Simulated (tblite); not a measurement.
C7H3F3N2S.
InChI=1S/C7H3F3N2S/c8-7(9,10)4-2-1-3-5-6(4)12-13-11-5/h1-3H

Calculated harmonic vibrations of the isolated species, GFN2-xTB (tblite), most abundant isotopes, no scaling. Against measured fundamentals such values can be off by several per cent, at times by over 20.

Harmonic wavenumbers (cm⁻¹): 30.0, 95.7, 116.5, 170.1, 220.1, 294.4, 308.6, 313.4, 415.7, 445.1, 482.6, 496.5, 519.8, 544.2, 600.3, 619.8, 637.9, 730.1, 732.0, 801.4, 843.9, 879.0, 897.5, 907.7, 920.4, 958.2, 1048.4, 1050.8, 1095.9, 1133.5, 1178.6, 1249.7, 1311.3, 1315.7, 1337.2, 1417.2, 1498.9, 1538.6, 1598.6, 3097.9, 3105.6, 3115.6.

A = 1195, B = 608.3, C = 433.5 MHz; mass 203.997 u (most abundant isotopes); point group Cs, symmetry number 1.

Task: Zero-point energy?

Result: Half the sum of the wavenumbers: 20037 cm⁻¹ = 57.29 kcal/mol.

Task: Give the ideal-gas entropy at 500 K and 1 bar in the rigid-rotor, harmonic-oscillator model (classical rotation).

Result: Translation 44.44, rotation 32.84, vibration 50.18: S = 127.5 cal/(mol K).

Task: And Cp and H(500 K) − H(0)?

Result: Cp = 58.59 cal/(mol K), of which vibrations give 50.64 (their classical limit is 42 R = 83.5); H(500 K) − H(0) = 17.16 kcal/mol without the zero-point energy, 13.19 from vibrations.

Task: What must be added to the electronic energy to get the Gibbs energy at 500 K and 1 bar?

Result: ZPE + [H(500 K) − H(0)] − T·S = 57.29 + 17.16 − 63.73 = 10.72 kcal/mol.

Task: Which modes carry the vibrational entropy at 500 K?

Result: 30.0 cm⁻¹: 6.86; 95.7 cm⁻¹: 4.56; 116.5 cm⁻¹: 4.17; 170.1 cm⁻¹: 3.43; 220.1 cm⁻¹: 2.93; 294.4 cm⁻¹: 2.38 cal/(mol K); the other 36 give 25.87 together.

Hindered rotation and anharmonicity are outside this model.

Conformer computed: `[F:1][C:2]([F:3])([F:4])[c:5]1[cH:6][cH:7][cH:8][c:9]2[n:10][s:11][n:12][c:13]12`: F1–C2–C5–C6 120°.
